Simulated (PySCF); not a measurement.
## Arsenic: a sound run and one with changed settings

Sound run: As [Ar] 3d10 4s2 4p3, As⁺ [Ar] 3d10 4s2 4p2. Calculation: PySCF 2.14, in cc-pVDZ-DK; scalar relativity by spin-free X2C-1e. In the sound run the correlated levels freeze [Ar] 3d10. The sound run starts from symmetry-adapted Hartree-Fock orbitals and uses a fine grid where one is needed.

A second run was set up differently.

```json
{"species": "As", "method": "MP2", "sound run (hartree)": "-2258.97105", "changed run (hartree)": "-2258.92907", "converged": "yes"}
{"species": "As", "method": "CCSD(T)", "sound run (hartree)": "-2258.98623", "changed run (hartree)": "-2258.93327", "converged": "yes"}
{"species": "As⁺", "method": "MP2", "sound run (hartree)": "-2258.61262", "changed run (hartree)": "-2258.57474", "converged": "yes"}
{"species": "As⁺", "method": "CCSD(T)", "sound run (hartree)": "-2258.62952", "changed run (hartree)": "-2258.57654", "converged": "yes"}
```

Ionisation energy of As:

| method | sound run (eV) | changed run (eV) |
| --- | --- | --- |
| UHF | 9.425 | 9.425 |
| MP2 | 9.753 | 9.642 |
| SCS-MP2 | 9.636 | 9.497 |
| CCSD | 9.704 | 9.707 |
| CCSD(T) | 9.707 | 9.707 |

What was changed?
A. basis contracted for another Hamiltonian
B. all electrons correlated in a valence basis
C. a valence shell is frozen
D. too few SCF iterations

C. Freezing a valence shell removes pair correlation that changes on ionisation.
